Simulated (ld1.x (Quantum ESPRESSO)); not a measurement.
**Before and after: TM semilocal potential for S**

| Quantity | Value |
| --- | --- |
| Element | sulfur (S) |
| Generator | ld1.x (Quantum ESPRESSO) 7.5 |
| Type | norm-conserving Troullier–Martins (semilocal form) |
| Functional | LDA (PZ) |
| Relativity | scalar-relativistic |
| Frozen core | [Ne] |
| Valence charge | 6 |
| Reference configuration | 3s2 3p4 |
| Partial waves | 3p (bound): rc 1.40 bohr; 3s (bound): rc 1.45 bohr |
| Local potential | the s channel |
| Core correction | none |

All-electron outer shells of the reference configuration (LDA (PZ), scalar-relativistic, ld1.x):

```
shell  level (eV)  outermost node (bohr)  outermost maximum (bohr)
   2s     -210.79                   0.13                      0.39
   2p     -156.52                      –                      0.33
   3s      -17.28                   0.60                      1.40
   3p       -7.11                   0.58                      1.59
```

Change: core correction a·sin(br)/r model core inside 0.82 bohr.

Cutoffs: the cutoffs (Ry, on a coarse ladder) from which the occupation-weighted sum of valence levels, in a spherical-Bessel basis at the reference potential, stays within 10 and 1 mRy of its value at 400 Ry; they do not see the model core or the augmentation charge, which bear on the density cutoff. Errors are all-electron minus pseudo energies relative to the spin-unpolarised reference configuration.

**Question.** What does the change do?

**Answer.** The potential gets neither clearly harder nor softer (40 Ry and 60 Ry → 40 Ry and 60 Ry); of the 9 tests that both files solve, the error grows in 0 and shrinks in 9 by more than 15 % and 0.3 meV (median size 32.2 → 8.4 meV); neither file shows a bound ghost. Exchange and correlation are not linear in the density, so unscreening with the valence charge alone errs where core and valence overlap; a model core restores that term. A semilocal file is local in each channel, so a ghost entry of none says nothing of the separable form that plane-wave codes build from it. A model core, the more so a compact one, raises the density cutoff, which this test does not measure.

| quantity | base | changed |
| --- | --- | --- |
| cutoff, loose | 40 Ry | 40 Ry |
| cutoff, tight | 60 Ry | 60 Ry |
| bound ghosts | none | none |
| error for 3s2 3p3, meV [ΔE 11.86 eV] | +3.9 | +3.0 |
| error for 3s2 3p2, meV [ΔE 34.24 eV] | +32 | +23 |
| error for 3s2 3p1, meV [ΔE 68.39 eV] | +125 | +78 |
| error for 3s1 3p5, meV [ΔE 10.24 eV] | +2.1 | +0.1 |
| error for 3s2 3p0, meV [ΔE 115.38 eV] | +355 | +191 |
| error for 3s1 3p4, meV [ΔE 22.66 eV] | +10 | +5.1 |
| error for 3s0 3p6, meV [ΔE 20.61 eV] | +9.4 | +1.3 |
| error for 3s2 3p4 (spin-polarised), meV [ΔE -0.71 eV] | +62 | +8.4 |
| error for 3s2 3p3 (spin-polarised), meV [ΔE 9.90 eV] | +198 | +26 |
| s: phases at 1.60 bohr within 0.05 rad from the reference energy up to (Ry; the scan ends near 5) | to the end of the scan | to the end of the scan |
| p: phases at 1.60 bohr within 0.05 rad from the reference energy up to (Ry; the scan ends near 5) | to the end of the scan | to the end of the scan |
